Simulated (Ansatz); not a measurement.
Two isomers of C3H10Si2: A = `C1C[SiH2][SiH2]C1`, B = `[SiH3]/C=C/C[SiH3]`.

Calculated with Ansatz (gas phase, PBE0-D4/def2-TZVP geometries, no zero-point term in ΔE). CCSD(T)/CBS adds triple-zeta CCSD(T) − MP2 to the extrapolated MP2 energy (def2 sets, frozen cores). Functionals use def2-TZVPP. B3LYP here is the variant with VWN-RPA as its local correlation; programs differ in this. Each species was taken in one conformer, which may not be the lowest.

A:

```xyz
15

C    -0.585   -1.107   -0.424
C    -0.928   -0.534    0.957
Si   -0.494    1.314    0.976
Si    1.151    1.074   -0.668
C     0.862   -0.796   -0.828
H    -1.268   -0.683   -1.171
H    -0.758   -2.189   -0.438
H    -0.323   -1.033    1.723
H    -1.974   -0.714    1.215
H    -1.652    2.148    0.546
H    -0.049    1.791    2.313
H     2.548    1.413   -0.281
H     0.835    1.783   -1.939
H     1.552   -1.307   -0.147
H     1.082   -1.161   -1.834
```

B:

Z-matrix (Å, degrees):
```
Si
C 1 1.852
H 1 1.489 2 111.4
H 1 1.489 2 111.3 3 119.5
H 1 1.488 2 108.9 3 -120.2
C 2 1.335 1 122.9 3 120.0
H 2 1.090 1 119.2 3 -60.1
C 6 1.487 2 125.9 1 -177.9
H 6 1.090 2 118.8 1 -0.3
Si 8 1.889 6 110.8 2 102.9
H 8 1.094 6 111.2 2 -17.6
H 8 1.095 6 111.0 2 -137.8
H 10 1.488 8 110.2 6 175.1
H 10 1.487 8 109.8 6 55.2
H 10 1.486 8 109.7 6 -64.6
```

Question: Which is lower in electronic energy at CCSD(T)/CBS, and by how much? (Estimate.)

Answer: Ansatz gave: A, by 86.3 kJ/mol.

Question: Give E(B) − E(A) in kJ/mol with PBE-D4, HF/def2-TZVPP, B3LYP-D4, MP2/def2-TZVPP, CCSD/def2-TZVPP, r2SCAN-D4, CCSD(T)/def2-TZVPP. (An estimate is asked.)

Answer: Ansatz gave: PBE-D4 100.6, HF/def2-TZVPP 48.8, B3LYP-D4 74.2, MP2/def2-TZVPP 88.1, CCSD/def2-TZVPP 82.0, r2SCAN-D4 92.6, CCSD(T)/def2-TZVPP 83.4. None reverses the order clearly.

Largest T1 diagnostic: 0.012.

From PBE to PBE0 (25 % exact exchange), in def2-TZVPP and without D4, E(B) − E(A) moves by +7.9 kJ/mol. In def2-TZVPP, CCSD(T) changes the Hartree–Fock value by +34.6 kJ/mol (the triples alone add +1.4 kJ/mol) and MP2 by +39.2 kJ/mol.
